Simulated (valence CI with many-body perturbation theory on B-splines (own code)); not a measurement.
**E1 transitions of Ba50+**

Computed by valence CI with perturbative core correlation (CI+MBPT): four valence electrons over a frozen Dirac-Fock core [He], a basis of 11 s, 11 p, 9 d, 7 f, 5 g, 2 h, 1 i functions for each j, with the one-electron correlation potential Σ1 (screened to all orders), the two-electron term Σ2, the three-electron term Σ3, Breit, model QED; selected single and double excitations, second order for the rest (own B-spline code, finite nucleus).

The last digits are not significant, and no measured levels were compared; by estimate large intervals hold to a few tenths of a per cent, small ones and those within an open d or f shell to about a per cent. Among the levels kept, up to 290 cm⁻¹ of a level comes from second order outside the variational space, and about a tenth of that is noise between levels of different J, which matters for small intervals.

Lines 1 to 50 of 281 in falling wavelength, among levels below 51496 × 10³ cm⁻¹, chosen from the strongest by gf and those to the six lowest levels. Wavelengths and rates use the calculated energies. Electric multipoles are in the length gauge, E1 and E2 with the static RPA response of the core. Weak lines are less certain than strong ones. Lines between different terms over intervals too small for the method are left out, as are lines whose strength nearly cancels. The highest levels of a list are the least certain.

Levels are named by their leading jj configuration (3d3/2^4 stands for four electrons in 3d with j = 3/2), which in mixed levels can hold well under half, so a name can repeat and another be missing. Letters in brackets count levels of one name in rising energy.

| λ vac (nm) | Upper | Lower | A (s⁻¹) | S (a.u.) with core polarisation | S without |
| --- | --- | --- | --- | --- | --- |
| 14.43 | (2s 2p1/2 2p3/2 3d5/2) J=4 [a] | (2s 2p1/2 2p3/2 3p3/2) J=3 [a] | 8.00e+09 | 1.07e-01 | 1.07e-01 |
| 14.42 | (2s^2 2p3/2 3d5/2) J=4 | (2s^2 2p3/2 3p3/2) J=3 | 6.85e+09 | 9.13e-02 | 9.13e-02 |
| 14.18 | (2s 2p1/2 2p3/2 3d5/2) J=5 | (2s 2p1/2 2p3/2 3p3/2) J=4 | 1.09e+10 | 1.68e-01 | 1.68e-01 |
| 13.92 | (2s 2p1/2^2 3d5/2) J=3 | (2s 2p1/2^2 3p3/2) J=2 | 1.15e+10 | 1.07e-01 | 1.07e-01 |
| 13.42 | (2s^2 2p3/2 3d5/2) J=3 | (2s^2 2p3/2 3p3/2) J=2 | 6.61e+09 | 5.52e-02 | 5.52e-02 |
| 13.41 | (2s 2p1/2 2p3/2 3d5/2) J=4 [c] | (2s 2p1/2 2p3/2 3p3/2) J=3 [c] | 1.24e+10 | 1.33e-01 | 1.33e-01 |
| 13.30 | (2s 2p1/2 2p3/2 3d5/2) J=4 [b] | (2s 2p1/2 2p3/2 3p3/2) J=3 [b] | 1.06e+10 | 1.11e-01 | 1.11e-01 |
| 13.09 | (2s^2 2p1/2 3d5/2) J=3 | (2s^2 2p1/2 3p3/2) J=2 | 1.28e+10 | 9.91e-02 | 9.91e-02 |
| 12.79 | (2s 2p1/2 2p3/2 3d5/2) J=3 [a] | (2s 2p1/2 2p3/2 3p3/2) J=2 [a] | 1.04e+10 | 7.50e-02 | 7.50e-02 |
| 12.50 | (2s 2p1/2 2p3/2 3d5/2) J=3 [c] | (2s 2p1/2 2p3/2 3p3/2) J=2 [c] | 1.07e+10 | 7.22e-02 | 7.22e-02 |
| 12.47 | (2s 2p1/2^2 3d5/2) J=2 | (2s 2p1/2^2 3p3/2) J=1 | 1.46e+10 | 6.97e-02 | 6.97e-02 |
| 12.36 | (2s 2p1/2 2p3/2 3d5/2) J=3 [b] | (2s 2p1/2 2p3/2 3p3/2) J=2 [b] | 7.87e+09 | 5.14e-02 | 5.14e-02 |
| 8.316 | (2s 2p1/2 2p3/2^2) J=2 [a] | (2s^2 2p3/2^2) J=2 | 9.61e+08 | 1.36e-03 | 1.37e-03 |
| 8.061 | (2s 2p1/2 2p3/2 3p3/2) J=4 | (2s^2 2p3/2 3p3/2) J=3 | 3.45e+10 | 8.02e-02 | 8.02e-02 |
| 7.943 | (2s 2p1/2 2p3/2 3p3/2) J=3 [b] | (2s^2 2p3/2 3p3/2) J=2 | 2.03e+10 | 3.51e-02 | 3.51e-02 |
| 7.385 | (2s 2p1/2 2p3/2 3d3/2) J=2 [b] | (2s 2p1/2 2p3/2 3p1/2) J=2 [b] | 3.01e+10 | 2.99e-02 | 2.99e-02 |
| 7.340 | (2s 2p1/2^2 3p3/2) J=2 | (2s^2 2p1/2 3p3/2) J=1 | 5.95e+10 | 5.81e-02 | 5.81e-02 |
| 7.311 | (2s 2p1/2 2p3/2 3p3/2) J=1 [a] | (2s 2p1/2 2p3/2 3s) J=1 [a] | 5.93e+10 | 3.43e-02 | 3.43e-02 |
| 7.231 | (2s 2p1/2^2 3p3/2) J=1 | (2s 2p1/2^2 3s) J=0 | 6.56e+10 | 3.67e-02 | 3.67e-02 |
| 7.215 | (2s 2p1/2 2p3/2 3d3/2) J=2 [a] | (2s 2p1/2 2p3/2 3p1/2) J=2 [a] | 3.07e+10 | 2.85e-02 | 2.85e-02 |
| 7.205 | (2s^2 2p3/2 3p3/2) J=1 | (2s^2 2p3/2 3s) J=1 | 6.17e+10 | 3.42e-02 | 3.42e-02 |
| 7.163 | (2s 2p1/2 2p3/2 3p3/2) J=2 [b] | (2s 2p1/2 2p3/2 3s) J=2 [b] | 6.52e+10 | 5.91e-02 | 5.92e-02 |
| 7.157 | (2s^2 2p1/2 3d3/2) J=1 | (2s^2 2p1/2 3p1/2) J=0 | 4.62e+10 | 2.51e-02 | 2.51e-02 |
| 7.094 | (2s 2p1/2 2p3/2 3p3/2) J=3 [c] | (2s 2p1/2 2p3/2 3s) J=2 [c] | 9.41e+10 | 1.16e-01 | 1.16e-01 |
| 7.067 | (2s 2p1/2 2p3/2 3d3/2) J=2 [e] | (2s 2p1/2 2p3/2 3p1/2) J=1 [c] | 4.43e+10 | 3.86e-02 | 3.86e-02 |
| 7.039 | (2s 2p1/2^2 3d3/2) J=1 | (2s 2p1/2^2 3p1/2) J=0 | 4.76e+10 | 2.46e-02 | 2.46e-02 |
| 7.012 | (2s^2 2p3/2 3d3/2) J=2 | (2s^2 2p3/2 3p1/2) J=1 | 3.56e+10 | 3.03e-02 | 3.03e-02 |
| 6.927 | (2s 2p1/2 2p3/2 3d3/2) J=3 [c] | (2s 2p1/2 2p3/2 3p1/2) J=2 [c] | 6.35e+10 | 7.29e-02 | 7.29e-02 |
| 6.921 | (2s 2p1/2 2p3/2 3d3/2) J=3 [a] | (2s 2p1/2 2p3/2 3p1/2) J=2 [a] | 6.23e+10 | 7.14e-02 | 7.14e-02 |
| 6.886 | (2s 2p1/2^2 2p3/2) J=2 | (2s^2 2p1/2 2p3/2) J=2 | 5.92e+09 | 4.77e-03 | 4.78e-03 |
| 6.883 | (2s 2p1/2 2p3/2 3p3/2) J=2 [a] | (2s 2p1/2 2p3/2 3s) J=1 [a] | 5.24e+10 | 4.22e-02 | 4.22e-02 |
| 6.861 | (2s 2p1/2 2p3/2 3d3/2) J=2 [a] | (2s 2p1/2 2p3/2 3p1/2) J=1 [a] | 3.75e+10 | 2.98e-02 | 2.98e-02 |
| 6.855 | (2s^2 2p1/2 3d3/2) J=2 | (2s^2 2p1/2 3p1/2) J=1 | 7.25e+10 | 5.76e-02 | 5.76e-02 |
| 6.849 | (2s^2 2p3/2 3d3/2) J=3 | (2s^2 2p3/2 3p1/2) J=2 | 7.60e+10 | 8.44e-02 | 8.44e-02 |
| 6.833 | (2s 2p1/2 2p3/2 3p3/2) J=1 [b] | (2s 2p1/2 2p3/2 3s) J=2 [b] | 5.60e+10 | 2.65e-02 | 2.65e-02 |
| 6.813 | (2s 2p1/2 2p3/2 3d3/2) J=1 [a] | (2s 2p1/2 2p3/2 3p1/2) J=1 [a] | 6.21e+10 | 2.91e-02 | 2.91e-02 |
| 6.809 | (2s 2p1/2 2p3/2 3d3/2) J=4 | (2s 2p1/2 2p3/2 3p1/2) J=3 | 4.67e+10 | 6.55e-02 | 6.54e-02 |
| 6.786 | (2s 2p1/2 2p3/2 3p3/2) J=3 [a] | (2s 2p1/2 2p3/2 3s) J=2 [a] | 1.10e+11 | 1.18e-01 | 1.18e-01 |
| 6.757 | (2s 2p1/2^2 3d3/2) J=2 | (2s 2p1/2^2 3p1/2) J=1 | 5.30e+10 | 4.03e-02 | 4.03e-02 |
| 6.695 | (2s^2 2p3/2 3p3/2) J=3 | (2s^2 2p3/2 3s) J=2 | 1.20e+11 | 1.25e-01 | 1.25e-01 |
| 6.691 | (2s 2p1/2 2p3/2^2) J=3 | (2s^2 2p3/2^2) J=2 | 9.14e+09 | 9.46e-03 | 9.48e-03 |
| 6.671 | (2s 2p1/2 2p3/2 3d3/2) J=3 [b] | (2s 2p1/2 2p3/2 3p1/2) J=3 | 3.76e+10 | 3.86e-02 | 3.86e-02 |
| 6.650 | (2s 2p1/2 2p3/2 3p3/2) J=3 [b] | (2s 2p1/2 2p3/2 3s) J=2 [b] | 3.68e+10 | 3.74e-02 | 3.74e-02 |
| 6.613 | (2s 2p1/2 2p3/2 3p3/2) J=4 | (2s 2p1/2 2p3/2 3s) J=3 | 7.85e+10 | 1.01e-01 | 1.01e-01 |
| 6.589 | (2s 2p1/2 2p3/2 3p3/2) J=2 [d] | (2s 2p1/2 2p3/2 3s) J=1 [c] | 9.42e+10 | 6.65e-02 | 6.65e-02 |
| 6.546 | (2s^2 2p1/2 3p3/2) J=2 | (2s^2 2p1/2 3s) J=1 | 1.28e+11 | 8.83e-02 | 8.83e-02 |
| 6.332 | (2s^2 2p3/2 3p3/2) J=2 | (2s^2 2p3/2 3s) J=1 | 7.00e+10 | 4.39e-02 | 4.39e-02 |
| 6.321 | (2s 2p1/2^2 2p3/2) J=2 | (2s^2 2p1/2 2p3/2) J=1 | 9.69e+09 | 6.04e-03 | 6.05e-03 |
| 6.301 | (2p1/2^2 2p3/2 3s) J=2 | (2s 2p1/2 2p3/2 3s) J=2 [c] | 5.08e+10 | 3.14e-02 | 3.14e-02 |
| 6.265 | (2s^2 2p1/2 3p3/2) J=1 | (2s^2 2p1/2 3s) J=1 | 5.68e+10 | 2.07e-02 | 2.07e-02 |
